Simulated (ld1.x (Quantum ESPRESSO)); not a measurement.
# PBEsol TM dataset for Ga (Z = 31), fully relativistic all-electron reference.

| Quantity | Value |
| --- | --- |
| Element | Ga (Z = 31) |
| Generator | ld1.x (Quantum ESPRESSO) 7.5 |
| Type | norm-conserving Troullier–Martins (Kleinman–Bylander form) |
| Functional | PBEsol |
| Relativity | fully relativistic |
| Frozen core | [Ar] 3d10 |
| Valence charge | 3 |
| Reference configuration | 4s2 4p1 |
| Partial waves | 4s (bound): rc 1.70 bohr; 4p (bound): rc 2.25 bohr |
| Local potential | the p channel |
| Core correction | none |

Open shells are filled in proportion to 2j + 1 (rel_dist='average').

Poles of the logarithmic derivatives, all-electron (AE) and pseudo (PS). s: poles at 0.8 (AE) and 0.9 (PS) Ry. p1/2: poles at 1.9 (AE) and 1.9 (PS) Ry. p3/2: poles at 2.0 (AE) and 1.9 (PS) Ry. Test radius 2.45 bohr.

- Cutoffs needed: 15 Ry and 35 Ry (the cutoffs (Ry, on a coarse ladder) from which the occupation-weighted sum of valence levels, in a spherical-Bessel basis at the reference potential, stays within 10 and 1 mRy of its value at 400 Ry)
- Ghost test: ghost state, extra bound levels that the all-electron valence spectrum of the same l lacks: s at -284.0 eV; a true bound ghost makes a file unfit for plane-wave use (spherical-Bessel basis up to 400 Ry, 20 bohr box)
- Largest excitation error: +57 meV (all-electron minus pseudo) for 4s0 4p3, out of 7 test configurations
